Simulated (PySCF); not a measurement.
Isomers of C5H4OSi, one GFN2-xTB conformer each. Single-point energies are computed at PBE0/pcSseg-1 (PySCF, gas phase, no added dispersion term), electronic only.

Task: Rank them by PBE0/pcSseg-1 energy, lowest first (kcal/mol).
A. `C([SiH3])#CC#CC=O`
B. `C#C[Si@@H]1C=CC1=O`

Result: B (0.0), A (20.2).

As drawn, the lower has a four-membered ring and a C=C bond outside aromatic rings, which the higher lacks. GFN2-xTB itself gives, in the same order: 10.0, 0.0. GFN2-xTB puts O=CC#CC#C[SiH3] lowest instead.

Task: Which frontier levels, dipoles and rotational constants go with these structures?

Result: 
```csv
SMILES,"HOMO (eV, PBE0/pcSseg-1)",LUMO (eV),dipole (D),"A, B, C (MHz)"
C#C[Si@@H]1C=CC1=O,-6.82,-1.86,3.14,"3946, 1583, 1315"
O=CC#CC#C[SiH3],-7.97,-2.80,3.76,"30317, 532.2, 526.2"
```

---

Isomers of C7H6, one GFN2-xTB conformer each. Single-point energies are computed at PBE0/pcSseg-1 (PySCF, gas phase, no added dispersion term), electronic only.

Question: Rank them by PBE0/pcSseg-1 energy, lowest first (kJ/mol).
A. `C=CC#CC#CC`
B. `[CH:1]#[C:2][CH:3]([C:4]#[CH:5])[CH:6]=[CH2:7]` with C2–C3–C6–C7 -120°

Answer: A (0.0), B (109.0).

GFN2-xTB itself gives, in the same order: 0.0, 81.6. Both levels put the same isomer lowest.

Which frontier levels, dipoles and rotational constants go with these structures?

```tsv
SMILES	HOMO (eV, PBE0/pcSseg-1)	LUMO (eV)	dipole (D)	A, B, C (MHz)
C=CC#CC#CC	-6.55	-1.35	0.81	30305, 803.1, 786.2
C#CC(C#C)C=C	-7.71	-0.13	0.50	2866, 2596, 1453
```
